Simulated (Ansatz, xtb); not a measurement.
## C4H5FN2Se: which of two isomers lies lower

Structure a: `C[C@H](F)c1cn[se]n1`, a singlet. Structure b: `CCc1nc(F)n[se]1`, a singlet. Both are isolated molecules in the gas phase, relaxed with B3LYP-D3(BJ)/def2-SVP; the shapes shown needn't be the lowest conformers.

a (Å):

```xyz
13

C     0.1539   -0.8284   -0.6527
C     0.0501    0.6782   -0.5108
C    -1.1083    1.2675   -1.2862
C    -2.1151    2.1274   -0.6862
F    -0.1091    1.0119    0.8308
N    -3.0562    2.5687   -1.4760
N    -1.2436    1.0189   -2.5619
Se   -2.7282    1.8991   -3.1348
H     0.2639   -1.0892   -1.7148
H    -0.7585   -1.3071   -0.2665
H     1.0214   -1.2054   -0.0917
H     0.9833    1.1597   -0.8543
H    -2.1087    2.4045    0.3710
```

b (Å):

```yaml
atoms:
  - { symbol: C, position_ang: [1.5600, -0.2212, -0.7895] }
  - { symbol: C, position_ang: [0.8733, -0.4337, 0.5564] }
  - { symbol: C, position_ang: [-0.5772, -0.0631, 0.5858] }
  - { symbol: C, position_ang: [-2.6293, 0.1925, 1.3285] }
  - { symbol: F, position_ang: [-3.5211, 0.0417, 2.2903] }
  - { symbol: N, position_ang: [-1.3689, -0.2606, 1.5947] }
  - { symbol: N, position_ang: [-2.9821, 0.7444, 0.2120] }
  - { symbol: Se, position_ang: [-1.5061, 0.7762, -0.8525] }
  - { symbol: H, position_ang: [1.0896, -0.8274, -1.5802] }
  - { symbol: H, position_ang: [2.6205, -0.5067, -0.7364] }
  - { symbol: H, position_ang: [1.5190, 0.8365, -1.0981] }
  - { symbol: H, position_ang: [1.3753, 0.1519, 1.3466] }
  - { symbol: H, position_ang: [0.9469, -1.4866, 0.8775] }
```

**Question.** Which of the two would you expect CCSD(T)/def2-SVP + ΔMP2/def2-TZVPP electronic energies to favour?

**Answer.** Structure b; the calculation gives E(b) − E(a) = −0.328 eV.

The same difference at several levels:

```json
{"level": "GFN2-xTB", "geometry": "GFN2-xTB", "E(b) − E(a) (eV)": "−0.352", "departure from the last row (eV)": "−0.024", "job, with rough time for the two": "optimisation, 1.5 s"}
{"level": "HF/STO-3G", "geometry": "GFN2-xTB", "E(b) − E(a) (eV)": "−0.525", "departure from the last row (eV)": "−0.197", "job, with rough time for the two": "single point, 1.8 s"}
{"level": "r2SCAN-D4/def2-SVP", "geometry": "GFN2-xTB", "E(b) − E(a) (eV)": "−0.579", "departure from the last row (eV)": "−0.251", "job, with rough time for the two": "single point, 7.1 s"}
{"level": "B3LYP-D3(BJ)/def2-SVP", "geometry": "B3LYP-D3(BJ)/def2-SVP", "E(b) − E(a) (eV)": "−0.475", "departure from the last row (eV)": "−0.147", "job, with rough time for the two": "optimisation, 3.1 min"}
{"level": "HF/def2-SVP", "geometry": "B3LYP-D3(BJ)/def2-SVP", "E(b) − E(a) (eV)": "−0.580", "departure from the last row (eV)": "−0.252", "job, with rough time for the two": "part of the CCSD(T) run"}
{"level": "MP2/def2-SVP", "geometry": "B3LYP-D3(BJ)/def2-SVP", "E(b) − E(a) (eV)": "−0.381", "departure from the last row (eV)": "−0.053", "job, with rough time for the two": "part of the CCSD(T) run"}
{"level": "CCSD(T)/def2-SVP", "geometry": "B3LYP-D3(BJ)/def2-SVP", "E(b) − E(a) (eV)": "−0.404", "departure from the last row (eV)": "−0.076", "job, with rough time for the two": "single point"}
{"level": "CCSD(T)/def2-SVP + ΔMP2/def2-TZVPP", "geometry": "B3LYP-D3(BJ)/def2-SVP", "E(b) − E(a) (eV)": "−0.328", "departure from the last row (eV)": "", "job, with rough time for the two": "single point, 3.9 min"}
```

As drawn, b has 1 C∷N, 1 C∷Se in place of 1 C∷C, 1 N∷Se (∷ is an aromatic bond).

The levels shown agree on the order. The largest departure from CCSD(T)/def2-SVP + ΔMP2/def2-TZVPP is that of HF/def2-SVP, 0.252 eV. The last row adds to CCSD(T) the change of the MP2 difference between the two basis sets, here +0.076 eV.

With thermal terms from frequencies at re-optimised GFN2-xTB minima (ideal gas, soft modes damped towards free rotors, one conformer each, 298.15 K, 1 atm): the zero-point term adds +0.015 eV; ΔH is −0.312 and ΔG −0.309 eV.

The correlated steps freeze 16 core orbitals; the filled d shell of Se is correlated, in a basis made for valence electrons. Mirror images aren't counted in ΔG. Codes used: Ansatz 0.2.0, xtb 6.7.1; the last row on 2 threads of Intel(R) Xeon(R) Processor @ 2.70GHz on a shared host.
